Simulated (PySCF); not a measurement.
`C=C(CF)C(=O)[O-]`: 4 charge schemes on one density

Compound: C4H4FO2 (charge -1).
Z-matrix (Å and degrees, GFN2-xTB geometry), rows numbered from 1:
```
C 
C   1  1.3214
C   2  1.4897  1  124.77
F   3  1.3944  2  114.37  1    -0.01
C   2  1.5727  1  122.02  3  -180.00
O   5  1.2349  2  115.70  1    -0.05
O   5  1.2405  2  114.64  1   179.98
H   1  1.0778  2  119.14  3   179.97
H   1  1.0826  2  123.39  3    -0.02
H   3  1.0951  2  110.30  1   120.10
H   3  1.0951  2  110.28  1  -120.11
```

Density: PBE0/pcSseg-1 (PySCF); schemes: Mulliken, IAO, Hirshfeld and ESP-fitted. The structure is a single GFN2-xTB conformer in the gas phase; no vibrational or solvent corrections. The pcSseg-1 basis has no diffuse functions, a weakness for an anion.

Task: Atoms with like bonding are taken together and averaged. At which atom do the 4 schemes differ most?

Result: At C2: from -0.571 (Mulliken) to +0.060 e (ESP-fitted), 0.631 e apart.

Task: For which atoms does the sign change between the 4 schemes (beyond +0.03 e in one, beyond −0.03 e in another)?

Result: C2. Atomic charges aren't observables, and each scheme defines them in its own way.

Task: What partial charge does each atom carry?

Result: In e; atoms taken as equivalent share a row and are averaged (×n: the atom named and its like, n in all):

```
   atom                      environment  Mulliken     IAO  Hirshfeld  ESP-fitted
     C1             terminal =CH2 carbon    -0.071  -0.351     -0.154      -0.584
     C2  fully substituted alkene carbon    -0.571  -0.076     -0.039      +0.060
     C3                   sp3 C–F carbon    +0.296  +0.035     +0.002      +0.125
     F4                   alkyl fluorine    -0.380  -0.363     -0.159      -0.296
     C5               carboxylate carbon    +0.503  +0.501     +0.102      +0.693
     O6               carboxylate oxygen    -0.553  -0.643     -0.420      -0.717
     O7               carboxylate oxygen    -0.574  -0.664     -0.422      -0.742
     H8                 vinylic hydrogen    +0.088  +0.153     +0.019      +0.180
     H9                 vinylic hydrogen    +0.061  +0.119     +0.009      +0.176
H10/H11               methylene hydrogen    +0.100  +0.146     +0.030      +0.052
```

Mean size of the charges over all atoms: ESP-fitted 0.334 e, Mulliken 0.300 e, IAO 0.291 e, Hirshfeld 0.126 e. Each set sums to the total charge, -1, to within 0.001 e. The ESP scheme fits charges at the nuclei, held to the total charge, to the electrostatic potential on points at 1.4 to 2.0 times the van der Waals radii.

Task: How many electrons does the Mulliken scheme count on C5?

Result: Z − q = 6 − (+0.503) = 5.497.

Task: How closely do the schemes follow one another over all atoms?

Result: Correlation coefficient and root-mean-square difference: IAO with ESP-fitted 0.97, 0.119 e; IAO with Hirshfeld 0.96, 0.192 e; Hirshfeld with ESP-fitted 0.92, 0.274 e; Mulliken with IAO 0.85, 0.195 e; Mulliken with Hirshfeld 0.80, 0.242 e; Mulliken with ESP-fitted 0.77, 0.272 e.
